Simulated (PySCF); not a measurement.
# Computed records: CH₄B

Calculation on a computer-drawn molecule: vertical ionisation energy to the stated ion spin, frozen-core CCSD(T) at the basis limit and cheaper methods, single-reference cases, UHF for radicals, no spin-orbit; all values are single points at the evaluated structure, the first of each entry, which is the reference or a displaced copy of it and isn't optimised; the reference structure only sets the zero of the energies above reference; triples share is (T) over the correlation energy. Program: PySCF 2.14.0.

Common to all runs: charge 1; multiplicity 1; ion multiplicity 2; diffuse functions no; basis cc-pVnZ; reference is the Hartree-Fock double-zeta minimum; best is HF at quadruple zeta + MP2 correlation extrapolated from triple and quadruple zeta + CCSD(T) minus MP2 at triple zeta; basis step is the size of the change from the same recipe one zeta lower.

```json
{"entry": 1, "formula": "CH4B", "evaluated_structure": {"atoms_angstrom": [["B", 1.051, 0.3165, -2.1263], ["C", 0.0746, 0.1164, -1.2194], ["H", 1.9094, 0.5054, -2.8425], ["H", 0.4665, -0.2638, -0.2078], ["H", -0.456, 0.9262, -0.9092], ["H", -0.6192, -0.6364, -1.5474]]}, "reference_structure": {"atoms_angstrom": [["B", 1.0518, 0.2986, -2.0885], ["C", -0.0025, 0.0648, -1.0719], ["H", 1.8871, 0.4839, -2.8939], ["H", 0.4522, -0.3249, -0.1511], ["H", -0.518, 1.0092, -0.8508], ["H", -0.7292, -0.6644, -1.4547]]}, "given": {"drawn_bonds_atom": [1, 1, 2, 2, 2], "drawn_bonds_other_atom": [2, 3, 4, 5, 6], "drawn_bonds_order": [1, 1, 1, 1, 1]}, "results": {"ionisation_energy_best [eV]": 21.96, "ionisation_energy_basis_step [eV]": 0.008769, "energy_above_reference_best [kcal/mol]": 11.55, "energy_above_reference_basis_step [kcal/mol]": 0.4557, "triple_zeta_method": ["HF", "PBE", "r2SCAN", "B3LYP", "wB97X", "MP2", "CCSD", "CCSD(T)"], "triple_zeta_ionisation_energy [eV]": [20.54, 21.65, 21.73, 21.85, 21.83, 21.89, 21.79, 21.87], "triple_zeta_energy_above_reference [kcal/mol]": [13.25, 11.05, 10.16, 10.37, 11.31, 11.66, 12.38, 12.38], "ionisation_energy_Koopmans_at_triple_zeta [eV]": 22.02, "ionisation_energy_EOM_CCSD_at_triple_zeta [eV]": 21.84, "total_energy_HF_triple_zeta [hartree]": -64.5658, "total_energy_CCSD(T)_triple_zeta [hartree]": -64.8481, "total_energy_best [hartree]": -64.8806, "T1_diagnostic_at_triple_zeta": 0.01201, "D1_diagnostic_at_triple_zeta": 0.02578, "ion_T1_diagnostic_at_triple_zeta": 0.01895, "ion_D1_diagnostic_at_triple_zeta": 0.06848, "ion_spin_squared_at_triple_zeta": 0.7589, "triples_share_at_triple_zeta": 0.0326, "basis_functions_triple_zeta": 116}}
{"entry": 2, "formula": "CH4B", "evaluated_structure": {"atoms_angstrom": [["B", 1.051, 0.3165, -2.1263], ["C", -0.0877, 0.0831, -1.0687], ["H", 1.9094, 0.5054, -2.8425], ["H", 0.3042, -0.2971, -0.0571], ["H", -0.6183, 0.8929, -0.7585], ["H", -0.7815, -0.6697, -1.3967]]}, "reference_structure": {"atoms_angstrom": [["B", 1.0518, 0.2986, -2.0885], ["C", -0.0025, 0.0648, -1.0719], ["H", 1.8871, 0.4839, -2.8939], ["H", 0.4522, -0.3249, -0.1511], ["H", -0.518, 1.0092, -0.8508], ["H", -0.7292, -0.6644, -1.4547]]}, "given": {"drawn_bonds_atom": [1, 1, 2, 2, 2], "drawn_bonds_other_atom": [2, 3, 4, 5, 6], "drawn_bonds_order": [1, 1, 1, 1, 1]}, "results": {"total_energy_CCSD(T)_triple_zeta [hartree]": null, "energy_above_reference_basis_step [kcal/mol]": null, "total_energy_best [hartree]": null}}
```

## Withheld values
1. CH₄B (entry 2): total energy CCSD(T) triple zeta?
2. Give the missing energy above reference basis step for CH₄B (entry 2).
3. CH₄B (entry 2): total energy best?

## Answers
1. -64.8517 hartree
2. 0.2984 kcal/mol
3. -64.8825 hartree

Further results for CH₄B (entry 2):

- ionisation energy best: 21.02 eV
- ionisation energy basis step: 0.009941 eV
- energy above reference best: 10.36 kcal/mol
- ionisation energy Koopmans at triple zeta: 21.2 eV
- ionisation energy EOM CCSD at triple zeta: 20.91 eV
- total energy HF triple zeta: -64.5719 hartree
- T1 diagnostic at triple zeta: 0.01312
- D1 diagnostic at triple zeta: 0.02864
- ion T1 diagnostic at triple zeta: 0.01754
- ion D1 diagnostic at triple zeta: 0.06146
- ion spin squared at triple zeta: 0.7589
- triples share at triple zeta: 0.03237
- basis functions triple zeta: 116

Triple zeta:
| method | ionisation energy (eV) | energy above reference (kcal/mol) |
| --- | --- | --- |
| HF | 19.63 | 9.42 |
| PBE | 20.87 | 11.06 |
| r2SCAN | 20.85 | 10.98 |
| B3LYP | 20.94 | 10.54 |
| wB97X | 20.87 | 10.61 |
| MP2 | 20.93 | 10.35 |
| CCSD | 20.85 | 10.03 |
| CCSD(T) | 20.93 | 10.12 |
